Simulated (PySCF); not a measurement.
Electron correlation in Al⁻ (aluminium, charge -1)

[Ne] 3s2 3p2, high-spin 3P determinant. Calculation: PySCF 2.14, in def2-QZVPPD; the non-relativistic Hamiltonian (point nucleus). Frozen: [Ne]; 4 electrons correlated.

```csv
level,correlation energy (mhartree)
CCSD,-65.44
(T),-3.14
CCSD(T),-68.58
```

Diagnostics: T1 = 0.019, D1 = 0.0439, largest double amplitude 0.063.

Cost of the coupled-cluster step: about 9 core-seconds, for 4 correlated electrons.

Iterations:

```
CC2 = 0
CCSD nocc = (np.int64(3), np.int64(1)), nmo = (71, 71)
frozen orbitals [[0, 1, 2, 3, 4], [0, 1, 2, 3, 4]]
max_cycle = 100
direct = 0
conv_tol = 1e-08
conv_tol_normt = 1e-06
diis_space = 8
diis_start_cycle = 0
Init t2, MP2 energy = -0.0511663782227392
Init E_corr(UCCSD) = -0.0511663782242701
cycle = 1  E_corr(UCCSD) = -0.0602199212987545  dE = -0.00905354307  norm(t1,t2) = 0.0628271
cycle = 2  E_corr(UCCSD) = -0.0632787873993083  dE = -0.0030588661  norm(t1,t2) = 0.0261643
cycle = 3  E_corr(UCCSD) = -0.0653874986792265  dE = -0.00210871128  norm(t1,t2) = 0.0130107
cycle = 4  E_corr(UCCSD) = -0.0654232876105201  dE = -3.57889313e-05  norm(t1,t2) = 0.00310824
cycle = 5  E_corr(UCCSD) = -0.0654421465786416  dE = -1.88589681e-05  norm(t1,t2) = 0.000711313
cycle = 6  E_corr(UCCSD) = -0.0654415923711563  dE = 5.54207485e-07  norm(t1,t2) = 0.000208099
cycle = 7  E_corr(UCCSD) = -0.0654403623634678  dE = 1.23000769e-06  norm(t1,t2) = 6.81884e-05
cycle = 8  E_corr(UCCSD) = -0.0654411395794029  dE = -7.77215935e-07  norm(t1,t2) = 1.52348e-05
cycle = 9  E_corr(UCCSD) = -0.0654407344783517  dE = 4.05101051e-07  norm(t1,t2) = 4.29413e-06
cycle = 10  E_corr(UCCSD) = -0.0654407895583547  dE = -5.5080003e-08  norm(t1,t2) = 1.32191e-06
cycle = 11  E_corr(UCCSD) = -0.0654407927885753  dE = -3.23022058e-09  norm(t1,t2) = 4.88687e-07
UCCSD converged
E(UCCSD) = -241.943659876149  E_corr = -0.0654407927885753
UCCSD(T) correction = -0.00313746604574001
```
